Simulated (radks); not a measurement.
Question: Spherical jellium clusters: N electrons in a uniform positive sphere of charge N and radius rs N^(1/3), rs unknown. Method: non-relativistic Kohn-Sham, PBEsol, spin-polarised, spherical densities; computed with a radial shooting solver with Libxc functionals. Levels are named by radial order and angular momentum (1s, 1p, 1d, 2s, ...), and open shells are averaged over m. Each electron was tried in the lowest free levels, single moves between levels near the top were tried too, and the lowest total energy was kept; such a search can miss a lower state. IP is vertical, at fixed background; rs is in bohr. The values of IP (eV) for N = 2 to 12 are 6.378, 4.293, 5.127, 5.602, 4.934, 5.450, 5.767, 3.752, 4.155, 4.466, 4.716. Estimate rs.

Answer: rs = 3.04 bohr. A metal sphere has IP near W + 1/(2R) hartree with R = rs N^(1/3), and both terms fall as rs grows; shell closures ride on that trend.
